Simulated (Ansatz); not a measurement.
Start from `CC(=S)[NH][AlH2]` and change one atom or group to get `CC(=S)CCl`.

Ansatz, PBE0-D4/def2-TZVP geometries, multiplicity 1. Each molecule was computed in one conformer, which needn't be the lowest.

```
                               property  `CC(=S)[NH][AlH2]`
  LUMO energy (ωB97M-V/def2-TZVPP) / eV               -0.34
  HOMO–LUMO gap (B3LYP/def2-TZVPP) / eV                3.69
    HOMO energy (B3LYP/def2-TZVPP) / eV               -5.90
      LUMO energy (PBE/def2-TZVPP) / eV               -2.79
HOMO–LUMO gap (ωB97M-V/def2-TZVPP) / eV                7.99
     HOMO energy (PBE0/def2-TZVPP) / eV               -6.14
```

(1) What does the change do to each property? (Estimate.)

## Answers

(1) The calculation gave: 
```csv
property,`CC(=S)CCl`,shift
LUMO energy (ωB97M-V/def2-TZVPP) / eV,-0.22,0.12
HOMO–LUMO gap (B3LYP/def2-TZVPP) / eV,3.88,0.19
HOMO energy (B3LYP/def2-TZVPP) / eV,-6.45,-0.55
LUMO energy (PBE/def2-TZVPP) / eV,-3.29,-0.50
HOMO–LUMO gap (ωB97M-V/def2-TZVPP) / eV,8.68,0.69
HOMO energy (PBE0/def2-TZVPP) / eV,-6.69,-0.55
```

With PBE0 the HOMO falls by 0.55 eV and the LUMO falls by 0.35 eV, so the gap widens by about 0.20 eV. PBE moves the HOMO by -0.48 eV and ωB97M-V by -0.57 eV.

B3LYP here is the variant with VWN-RPA as its local correlation; programs differ in this.
